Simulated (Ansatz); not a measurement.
# Relative stability

The two ends of one reaction step of Si4H13O2F, closed shell (PBE0-D4/def2-TZVP).

A:

```
atom    x (Å)    y (Å)    z (Å)
 Si1  -0.5431  -0.1245   0.3208
 Si2   1.2424  -0.6317   1.7591
 Si3  -2.2022   0.9954   1.5464
 Si4  -1.4273  -2.1175  -0.5298
  O5  -0.0338   0.7731  -0.9988
  H6   2.1946   0.6284  -3.4914
  O7   2.2302   0.5248  -2.5377
  H8   2.3308   1.8196  -1.6437
  F9   2.1014   2.4975  -1.0006
 H10   0.7299  -1.4959   2.8582
 H11   2.3158  -1.3623   1.0320
 H12   1.8183   0.6057   2.3510
 H13  -3.4099   1.2492   0.7149
 H14  -1.6928   2.2978   2.0570
 H15  -2.5880   0.1462   2.7070
 H16  -1.8339  -2.9769   0.6149
 H17  -0.4087  -2.8440  -1.3371
 H18  -2.6175  -1.8614  -1.3854
 H19   0.4632   1.5825  -0.7948
 H20   1.3304   0.2940  -2.2416
```

B:

```json
{"atom": "Si1", "x (Å)": "-1.2561", "y (Å)": "0.1303", "z (Å)": "-1.1275"}
{"atom": "Si2", "x (Å)": "2.4123", "y (Å)": "-1.1325", "z (Å)": "1.3968"}
{"atom": "Si3", "x (Å)": "-1.2721", "y (Å)": "1.8606", "z (Å)": "0.4714"}
{"atom": "Si4", "x (Å)": "-1.6307", "y (Å)": "-2.0385", "z (Å)": "-0.3152"}
{"atom": "O5", "x (Å)": "-2.4210", "y (Å)": "0.3799", "z (Å)": "-2.2603"}
{"atom": "H6", "x (Å)": "1.6802", "y (Å)": "1.1170", "z (Å)": "-0.9673"}
{"atom": "O7", "x (Å)": "1.8408", "y (Å)": "1.5290", "z (Å)": "-0.1120"}
{"atom": "H8", "x (Å)": "1.2235", "y (Å)": "-0.4881", "z (Å)": "2.0030"}
{"atom": "F9", "x (Å)": "0.1805", "y (Å)": "0.1369", "z (Å)": "-1.8865"}
{"atom": "H10", "x (Å)": "2.6309", "y (Å)": "-2.4440", "z (Å)": "2.0676"}
{"atom": "H11", "x (Å)": "2.1865", "y (Å)": "-1.3884", "z (Å)": "-0.0475"}
{"atom": "H12", "x (Å)": "3.6223", "y (Å)": "-0.2973", "z (Å)": "1.5938"}
{"atom": "H13", "x (Å)": "-0.8218", "y (Å)": "3.1450", "z (Å)": "-0.1288"}
{"atom": "H14", "x (Å)": "-0.4895", "y (Å)": "1.5318", "z (Å)": "1.6848"}
{"atom": "H15", "x (Å)": "-2.7042", "y (Å)": "2.0194", "z (Å)": "0.8612"}
{"atom": "H16", "x (Å)": "-0.5593", "y (Å)": "-2.4226", "z (Å)": "0.6405"}
{"atom": "H17", "x (Å)": "-1.6639", "y (Å)": "-3.0147", "z (Å)": "-1.4363"}
{"atom": "H18", "x (Å)": "-2.9362", "y (Å)": "-2.0617", "z (Å)": "0.3974"}
{"atom": "H19", "x (Å)": "-2.5655", "y (Å)": "1.2700", "z (Å)": "-2.5860"}
{"atom": "H20", "x (Å)": "2.5432", "y (Å)": "2.1677", "z (Å)": "-0.2489"}
```

Program: Ansatz 0.2.0. Basis: def2-TZVPP. Cores are frozen in the correlated methods. B3LYP uses VWN-RPA correlation.

**Question.** Which structure is lower at CCSD(T), and by how much? (To be estimated.)

**Answer.** By the calculation: B, by 0.907 eV (electronic energy, against the other). By their contacts, A is a complex of Si₄H₁₀O ([OH][Si]([SiH3])([SiH3])[SiH3]) + H₂O + HF and B is a complex of Si₃H₇OF ([OH][Si]([F])([SiH3])[SiH3]) + SiH₄ + H₂O.

All methods give the same order:

| method | E(B) − E(A) (eV) |
| --- | --- |
| SPW92 | -0.436 |
| PBE-D4 | -0.603 |
| BLYP-D4 | -0.872 |
| r2SCAN-D4 | -0.824 |
| B97M-V | -0.946 |
| PBE0-D4 | -0.687 |
| B3LYP-D4 | -0.921 |
| r2SCAN0-D4 | -0.853 |
| BHLYP-D4 | -1.042 |
| CAM-B3LYP-D4 | -0.988 |
| wB97X-V | -0.957 |
| wB97M-V | -0.991 |
| B2PLYP | -0.943 |
| PBE-QIDH | -0.795 |
| RPA on PBE | -0.964 |
| HF | -1.368 |
| MP2 | -0.905 |
| CCSD | -0.983 |
| CCSD(T) | -0.907 |

T1 diagnostic: at most 0.013.

Labels in which every atom is bracketed show which atoms are joined, not bond orders.

For scale, one of the runs: CCSD(T)/def2-TZVPP, 443 basis functions, launched by `ansatz run in.yaml --threads 4 --pin off --events-out ev --progress --plain --max-ram 63488MiB --backend cuda --devices 0, --max-vram 37GiB`. Time: 35 s of wall clock on 4 CPU threads of an AMD EPYC 7R13 and a share of one NVIDIA H100; the host was shared. Peak host memory: 1 GiB.
